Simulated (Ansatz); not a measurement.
Hf3⁺ was relaxed with PBE-D4 (def2-TZVP) in Ansatz in these states: charge +1 doublet, charge +1 quartet. The geometries follow in no particular order.

In the def2 sets Hf takes a core potential; there is no spin–orbit coupling.

A:

```
atom   x (Å)   y (Å)   z (Å)
 Hf1   0.460  -0.605   1.414
 Hf2  -0.867  -0.862  -0.907
 Hf3   0.408   1.467  -0.507
```

B:

Cartesian coordinates in Å:
```
Hf -0.129 -0.163 1.564
Hf -1.282 -0.104 -0.912
Hf 1.412 0.268 -0.651
```

**Question.** Judge from the bond lengths which geometry belongs to which state (an estimate).

**Answer.** A is the charge +1 quartet (Hf1–Hf3 2.826 Å, Hf2–Hf3 2.685 Å, Hf1–Hf2 2.685 Å); B is the charge +1 doublet (Hf1–Hf3 2.732 Å, Hf2–Hf3 2.732 Å, Hf1–Hf2 2.732 Å).

At PBE0-D4/def2-TZVP a doublet lies 0.32 eV below the charge +1 quartet. These are the stationary points nearest to one start from a short search; other shapes may lie lower in each state.
